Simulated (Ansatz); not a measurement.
Correlation energies of `[CH3][SnH][SiH3]` radical by basis set

```xyz
10

C    -1.185   -1.550   -0.272
Sn    0.812   -0.777   -0.004
Si    0.810    1.731    0.575
H    -1.774   -1.386    0.630
H    -1.657   -1.036   -1.111
H    -1.141   -2.618   -0.486
H     1.692   -1.071   -1.458
H     2.209    2.209    0.739
H     0.085    1.935    1.858
H     0.147    2.561   -0.471
```

Charge 0, multiplicity 2. Correlated methods include outer-core shells of Sn, which these sets cover unevenly. Sn: def2 effective core potential. All single points use the PBE0-D4/def2-TZVP geometry. Frozen core, unrestricted reference, Ansatz.

```csv
basis,HF (Eh),MP2 corr.
def2-SVP,-544.06681,-0.35085
def2-TZVPP,-544.22357,-0.62576
def2-QZVPP,-544.23621,-0.85740
```

Q: Estimate the CCSD correlation energy and the (T) correction in each basis where they were run (hartree).

A: 
| basis | CCSD corr. | (T) |
| --- | --- | --- |
| def2-SVP | -0.40655 | -0.01146 |
| def2-TZVPP | -0.66554 | -0.02146 |
